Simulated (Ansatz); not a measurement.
The lowest singlet and triplet of CClF (SMILES F[C]Cl); geometries from B3LYP-D3(BJ)/def2-TZVP, each state relaxed from the structure named, with no frequency check.
Singlet (charge 0, multiplicity 1):
```xyz
3

F     -1.4791    -0.2281     0.0000
C     -0.5683     0.6961     0.0000
Cl     0.9836    -0.1249     0.0000
```
Triplet (charge 0, multiplicity 3):
```xyz
3

F     -1.61117    -0.20634     0.00000
C     -0.52683     0.53976     0.00000
Cl     1.03891    -0.08126     0.00000
```

A positive gap puts the triplet lower; no zero-point energy. U- takes an unrestricted singlet (broken symmetry where lower, unprojected). The triplet is unrestricted in single-reference levels.

Correlated levels freeze the cores.

Run with Ansatz (a program for electronic structure) with Gaussian orbitals. 

One of these levels gives -1.135 eV for the gap E(singlet) − E(triplet), adiabatic. Which?
A. U-r2SCAN/def2-TZVPP
B. U-CCSD(T)/cc-pV(Q+d)Z (spin-contaminated)
C. U-HF/cc-pV(D+d)Z (spin-contaminated)

A, U-r2SCAN/def2-TZVPP. The others give -0.580 (U-HF/cc-pV(D+d)Z (spin-contaminated)), -1.519 (U-CCSD(T)/cc-pV(Q+d)Z (spin-contaminated))

Doubts at one or more of the structures used: T1 above 0.05 (U-CCSD(T)/cc-pV(Q+d)Z (spin-contaminated)).
